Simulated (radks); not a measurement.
N II, 6 electrons, occupied as [He] 2s2 2p1 4s1 (not the ground configuration). Method: scalar-relativistic Kohn-Sham, r2SCAN, spin-polarised, spherical densities, finite nucleus; open shells are filled with parallel spins first; meta-GGA in the generalised Kohn-Sham scheme; Fermi nuclear charge, rms radius 2.5582 fm; computed with a radial shooting solver on a logarithmic mesh with Libxc functionals. Some entries of the table are withheld. Estimate them.

orbital,occ.,eigenvalue (Ry),<1/r> (bohr^-1)
1s up,1,-31.20676,(1)
1s down,1,-31.12863,(2)
2s up,1,-3.45768,1.243
2s down,1,-3.22255,1.209
2p up,1,-2.52465,1.140
4s up,1,-0.31725,0.1777

Answer. 
(1) 1s up <1/r> (bohr^-1): 6.650
(2) 1s down <1/r> (bohr^-1): 6.664
